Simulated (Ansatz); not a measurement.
Z-matrix (Å, degrees):
```
Sn
O 1 1.948
Si 1 3.131 2 127.0
C 1 2.097 2 113.7 3 -133.3
O 1 1.958 2 104.4 3 98.6
O 1 1.969 2 100.4 3 -2.3
Si 1 3.231 2 22.7 3 127.3
Si 1 3.176 2 91.6 3 77.5
O 3 1.626 1 134.2 2 -64.2
O 3 1.646 1 71.1 2 -163.2
O 3 1.624 1 114.9 2 88.9
H 4 1.088 1 107.8 2 -142.1
H 4 1.088 1 108.5 2 98.9
H 4 1.088 1 108.4 2 -21.8
O 7 1.631 1 138.3 2 27.4
O 7 1.640 1 101.9 2 -110.5
O 7 1.635 1 85.8 2 138.4
O 8 1.654 1 80.2 2 -50.5
O 8 1.646 1 115.4 2 -158.5
O 8 1.620 1 130.2 2 53.1
H 9 0.958 3 116.3 1 130.1
H 10 0.958 3 117.9 1 -160.5
H 11 0.971 3 119.3 1 16.0
H 15 0.958 7 116.3 1 -103.3
H 16 0.972 7 114.5 1 31.5
H 17 0.957 7 117.5 1 179.6
H 18 0.967 8 115.2 1 -43.8
H 19 0.960 8 115.9 1 166.5
H 20 0.963 8 114.8 1 -36.4
```

Charge 0, multiplicity 1. Sn takes the def2 core potential.

Question: List the PBE0/def2-TZVPP orbital energies in eV (Ansatz 0.2.0). (Best estimate.)

Answer: Ansatz gave: Occupied: -1803.94, -1803.83, -1803.65, -523.12, -522.97, -522.86, -522.69, -522.63, -522.61, -522.56, -522.54, -522.49, -522.45, -522.39, -522.37, -279.08, -146.00, -145.90, -145.70, -140.90, -100.70, -100.68, -100.68, -100.59, -100.58, -100.58, -100.40, -100.39, -100.38, -95.61, -95.57, -95.48, -30.02, -29.99, -29.43, -29.31, -29.29, -29.11, -28.86, -28.67, -28.27, -28.11, -27.96, -27.80, -27.72, -27.63, -27.26, -26.33, -26.24, -20.26, -16.49, -16.27, -16.11, -15.20, -15.10, -14.82, -14.63, -14.56, -14.50, -14.29, -13.08, -12.73, -12.28, -12.22, -12.01, -11.71, -11.58, -11.17, -10.97, -10.95, -10.89, -10.65, -10.61, -10.51, -10.35, -10.16, -10.10, -9.97, -9.87, -9.84, -9.69, -9.60, -9.52, -9.32, -9.15, -9.11, -8.93, -8.84, -8.78. Lowest empty: -0.97, 0.37, 0.52, 0.83, 1.03, 1.32, 1.60, 1.78.
